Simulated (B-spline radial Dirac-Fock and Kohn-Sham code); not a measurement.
# Ionisation energies of scandium ions, computed and tabulated

Method: Dirac-Fock energy differences between relaxed states, corrected for Breit and QED terms. Computed with a radial atomic solver. Each value is the difference of the configuration-average energies of two neighbouring ions in their tabulated ground configurations. Correlation energy is missing from these numbers. NIST's values refer to the lowest levels; many for high charge states are themselves semi-empirical or theoretical. Where a p, d or f shell is open in either ion the computed value averages over both j values and all terms, while the table refers to the lowest levels; that difference holds spin-orbit splitting (largest in heavy or highly charged ions), term energies where several electrons share open shells, and correlation, and it can reach 10 % or more.

```
  ion  configuration  computed (eV)         NIST (eV)            kind  NIST − computed (eV)
 Sc⁹⁺       [Ne] 3s2          222.9     225.18 ± 0.05  semi-empirical                 +2.31
Sc¹⁰⁺       [Ne] 3s1          249.2           249.798  semi-empirical                 +0.55
Sc¹¹⁺   [He] 2s2 2p6          686.1     687.36 ± 0.12        measured                 +1.26
Sc¹²⁺   [He] 2s2 2p5          761.3         757.7 ± 1  semi-empirical                 -3.56
Sc¹³⁺   [He] 2s2 2p4          839.3       833.2 ± 1.4  semi-empirical                 -6.14
Sc¹⁴⁺   [He] 2s2 2p3          920.3       926.5 ± 0.7  semi-empirical                 +6.18
Sc¹⁵⁺   [He] 2s2 2p2         1004.2      1008.6 ± 0.4  semi-empirical                 +4.41
Sc¹⁶⁺   [He] 2s2 2p1         1090.9      1093.5 ± 0.4  semi-empirical                 +2.55
Sc¹⁷⁺       [He] 2s2         1206.9      1213.1 ± 0.4  semi-empirical                 +6.19
Sc¹⁸⁺       [He] 2s1         1287.8  1287.957 ± 0.007     theoretical                 +0.15
Sc¹⁹⁺            1s2         5673.5          5674.904     theoretical                 +1.38
Sc²⁰⁺            1s1         6033.8          6033.756     theoretical                 -0.07
```

Problem. Where in this range is the largest relative jump, and why?

Solution. From Sc¹⁸⁺ (1287.8 eV) to Sc¹⁹⁺ (5673.5 eV), a factor of 4.41. The configuration goes from [He] 2s1 to 1s2, so the next electron comes out of a deeper subshell.
